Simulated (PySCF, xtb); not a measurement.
SiBr2Cl2, SMILES Cl[Si](Cl)(Br)Br.

GFN2-xTB run with xtb at its own geometry gives an orbital gap of 6.51 eV and a dipole moment of 5.90 D.

Coordinates come from a B3LYP-D3(BJ)/def2-SVP optimisation.

Q: What does HF/def2-TZVP run with PySCF give? (An estimate is asked for; the answer gives what the named calculation found.)

A: gap 14.08 eV (levels -11.79 and 2.28 eV), dipole 0.15 D.
